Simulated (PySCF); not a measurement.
Computed shifts of a molecule C₂H₆ClFSi, PySCF with PBE0/pcSseg-1, GIAO, gas phase, atoms alike by connectivity averaged where their shifts nearly agree, in ppm (number of nuclei): ¹⁹F: -139.9 (1). ¹³C: 115.2 (1), 26.7 (1). ²⁹Si: -73.6 (1). ¹H: 7.00 (1), 4.49 (3), 2.07 (1), 1.90 (1). References: ¹⁹F against CFCl3 (σ = 167.2 ppm); ¹³C against TMS (σ = 186.3 ppm); ³⁵Cl against HCl (σ = 945.9 ppm); ²⁹Si against TMS (σ = 352.7 ppm); ¹H against TMS (σ = 31.56 ppm), references at their B3LYP-D3(BJ)/def2-TZVP geometries, non-relativistic (without spin–orbit terms, shifts of atoms bonded to Cl or Br come out too high). Geometry: PBE-D3(BJ)/def2-SVP. The values are those of a single conformer.

Q: Identify the compound among the candidates.
A. C[C@@H](F)[SiH2]Cl
B. F[C@H]([SiH3])CCl
C. F[C@@H](Cl)C[SiH3]
D. C[Si@H](Cl)CF

A: C, F[C@@H](Cl)C[SiH3]
